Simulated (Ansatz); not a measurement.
Basis sets compared for `CC(=O)SCCCCc1ccc2ccc3cccc4ccc1c2c34`. Charge 0, multiplicity 1. Geometry PBE-D4/def2-SVP. Ansatz on 2 threads of AMD EPYC 7R13 on a shared host and a share (18 GiB) of an NVIDIA H100 80GB HBM3; times are rough, and most runs start from earlier orbitals.

```xyz
44

C    -5.339   -4.706    2.579
C    -4.642   -3.496    1.994
O    -3.752   -2.884    2.556
S    -5.279   -3.043    0.370
C    -4.190   -1.615    0.035
C    -2.843   -2.013   -0.572
C    -1.921   -0.819   -0.855
C    -1.492   -0.038    0.405
C    -0.474    1.038    0.106
C    -0.905    2.365   -0.077
C    -0.018    3.394   -0.409
C     1.358    3.132   -0.577
C     2.298    4.164   -0.920
C     3.634    3.888   -1.079
C     4.142    2.554   -0.906
C     5.512    2.245   -1.065
C     5.979    0.936   -0.891
C     5.092   -0.095   -0.555
C     3.714    0.165   -0.385
C     2.775   -0.865   -0.037
C     1.438   -0.592    0.122
C     0.910    0.737   -0.052
C     1.831    1.788   -0.396
C     3.224    1.503   -0.561
H    -5.823   -4.412    3.533
H    -4.577   -5.474    2.821
H    -6.096   -5.135    1.897
H    -4.763   -0.944   -0.637
H    -4.056   -1.108    1.012
H    -3.019   -2.576   -1.513
H    -2.337   -2.714    0.126
H    -2.410   -0.117   -1.567
H    -1.013   -1.187   -1.377
H    -2.380    0.436    0.870
H    -1.105   -0.754    1.161
H    -1.975    2.595    0.050
H    -0.388    4.422   -0.541
H     1.920    5.190   -1.055
H     4.343    4.689   -1.343
H     6.212    3.053   -1.330
H     7.050    0.716   -1.019
H     5.462   -1.123   -0.418
H     3.151   -1.890    0.106
H     0.753   -1.407    0.396
```

Single mean-field runs in def2-SVP, def2-TZVP are fitted with def2-universal-jkfit.

Binding counts from free atoms (C triplet, O triplet, S triplet, H doublet) in the same basis, without a counterpoise term.

```
           level  functions  energy (Eh)  HOMO (eV)  LUMO (eV)  binding per atom (eV)  wall time
 PBE-D4/def2-SVP        440   -1321.8053      -4.90      -2.37                   5.31      4.2 s
PBE0-D4/def2-SVP        440   -1321.9198      -5.66      -1.71                   5.21      3.6 s
```

Q: Estimate the rows for PBE-D4/def2-TZVP (with forces), PBE0-D4/def2-TZVP (with forces).

A: 
```json
{"level": "PBE-D4/def2-TZVP (with forces)", "functions": "870", "energy (Eh)": "-1322.9165", "HOMO (eV)": "-4.95", "LUMO (eV)": "-2.43", "binding per atom (eV)": "5.24", "wall time": "9.5 s"}
{"level": "PBE0-D4/def2-TZVP (with forces)", "functions": "870", "energy (Eh)": "-1323.0199", "HOMO (eV)": "-5.67", "LUMO (eV)": "-1.73", "binding per atom (eV)": "5.13", "wall time": "10 s"}
```
